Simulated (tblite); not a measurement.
Compound: C₈H₆Cl (doublet state).
Numbering: `[CH3:1][C:2]#[C:3][C:4]1=[CH:5][CH2:6][C:7]([Cl:8])=[C:9]1` (hydrogens: H10, H11, H12 on C1; H13 on C5; H14, H15 on C6)
Bond orders are those of one Lewis drawing.

Computed with GFN2-xTB (tblite), gas phase: L-BFGS steps from a force-field or distance-geometry start until the largest atomic force falls under 0.01 eV/Å.

Step 17: E = -667.8650 eV
```
atom  x, y, z in Å  |  force x, y, z in eV/Å
C1     -3.6282   -0.4952   -0.3485   -0.037   0.001  -0.015
C2     -2.1890   -0.3974   -0.3536   -0.009   0.008   0.028
C3     -0.9895   -0.2987   -0.3433   -0.052  -0.002   0.012
C4      0.4023   -0.1283   -0.3052   -0.025  -0.024  -0.032
C5      1.0592    0.9507    0.1791    0.006   0.016   0.021
C6      2.5358    0.7672    0.0386    0.026  -0.023  -0.011
C7      2.6283   -0.6037   -0.6006    0.010  -0.006  -0.015
Cl8     4.1441   -1.2973   -0.9721   -0.028  -0.012  -0.007
C9      1.3985   -1.0654   -0.7794    0.023  -0.015   0.002
H10    -4.0090   -0.4474   -1.3687   -0.003  -0.024  -0.005
H11    -4.0535    0.3306    0.2228    0.010  -0.007   0.001
H12    -3.9421   -1.4355    0.1045    0.011  -0.008  -0.017
H13     0.5957    1.8200    0.6069    0.049   0.045   0.009
H14     2.9872    1.5235   -0.6052    0.014   0.031   0.000
H15     3.0558    0.7848    0.9972    0.005   0.020   0.031
```

Step 18: E = -667.8654 eV
```
atom  x, y, z in Å  |  force x, y, z in eV/Å
C1     -3.6289   -0.4968   -0.3487   -0.020   0.004  -0.015
C2     -2.1889   -0.3997   -0.3540   -0.028   0.006   0.030
C3     -0.9897   -0.2961   -0.3416   -0.039  -0.011   0.006
C4      0.4028   -0.1270   -0.3046   -0.039  -0.008  -0.024
C5      1.0603    0.9522    0.1797    0.002  -0.001   0.008
C6      2.5370    0.7669    0.0381    0.016  -0.010  -0.002
C7      2.6281   -0.6046   -0.6012    0.000   0.016  -0.007
Cl8     4.1420   -1.2989   -0.9729   -0.003  -0.022  -0.013
C9      1.3980   -1.0655   -0.7798    0.001   0.008   0.015
H10    -4.0097   -0.4485   -1.3690    0.001  -0.022  -0.002
H11    -4.0522    0.3306    0.2223    0.008  -0.020  -0.002
H12    -3.9450   -1.4373    0.1036    0.022   0.009  -0.018
H13     0.5989    1.8233    0.6075    0.053   0.021  -0.001
H14     2.9879    1.5246   -0.6050    0.015   0.014   0.007
H15     3.0550    0.7847    0.9981    0.010   0.015   0.016
```

Step 19: E = -667.8657 eV
```
atom  x, y, z in Å  |  force x, y, z in eV/Å
C1     -3.6298   -0.4980   -0.3491   -0.002   0.002  -0.010
C2     -2.1895   -0.4014   -0.3536   -0.034   0.005   0.026
C3     -0.9906   -0.2943   -0.3402   -0.016  -0.015   0.001
C4      0.4025   -0.1259   -0.3046   -0.035   0.013  -0.006
C5      1.0612    0.9531    0.1802   -0.001  -0.016  -0.007
C6      2.5382    0.7665    0.0377    0.002   0.007   0.009
C7      2.6279   -0.6050   -0.6018   -0.008   0.028   0.000
Cl8     4.1402   -1.3006   -0.9738    0.015  -0.029  -0.017
C9      1.3976   -1.0654   -0.7799   -0.019   0.026   0.022
H10    -4.0102   -0.4499   -1.3695    0.001  -0.018  -0.005
H11    -4.0510    0.3303    0.2219   -0.003  -0.023  -0.002
H12    -3.9468   -1.4385    0.1026    0.023   0.014  -0.014
H13     0.6024    1.8264    0.6080    0.053  -0.001  -0.009
H14     2.9889    1.5258   -0.6047    0.012  -0.004   0.015
H15     3.0547    0.7850    0.9991    0.010   0.009  -0.002
```

Q: Estimate the geometry and energy of step 20. (The exact step hangs on the optimiser's Hessian estimate; all steps are aligned on step 19, rigid shifts and turns removed.)

A: E = -667.8661 eV, largest force 0.053 eV/Å
```
atom  x, y, z in Å  |  force x, y, z in eV/Å
C1     -3.6309   -0.4994   -0.3498    0.011  -0.001  -0.005
C2     -2.1905   -0.4032   -0.3527   -0.026   0.006   0.017
C3     -0.9921   -0.2926   -0.3386    0.008  -0.016  -0.004
C4      0.4015   -0.1244   -0.3047   -0.019   0.031   0.014
C5      1.0620    0.9540    0.1806   -0.001  -0.022  -0.020
C6      2.5395    0.7662    0.0375   -0.012   0.020   0.016
C7      2.6274   -0.6049   -0.6025   -0.011   0.028   0.005
Cl8     4.1383   -1.3030   -0.9751    0.020  -0.029  -0.017
C9      1.3967   -1.0647   -0.7794   -0.031   0.037   0.023
H10    -4.0108   -0.4518   -1.3700    0.000  -0.010  -0.013
H11    -4.0495    0.3296    0.2215   -0.020  -0.019   0.000
H12    -3.9485   -1.4397    0.1011    0.020   0.009  -0.005
H13     0.6072    1.8298    0.6084    0.045  -0.018  -0.015
H14     2.9904    1.5268   -0.6040    0.008  -0.018   0.020
H15     3.0547    0.7853    1.0001    0.008   0.002  -0.018
```

The energy changes by -0.0004 eV. The first-order estimate −F·Δx gives -0.0005 eV and the mean of the old and new forces, exact on a quadratic surface, -0.0004 eV. The step makes an angle of 63° with the force vector and moves no atom by more than 0.006 Å.

What follows is the cost of the whole relaxation. Time: 0.3 s. Hardware: one thread, Arm Neoverse V2 (aarch64), shared host.
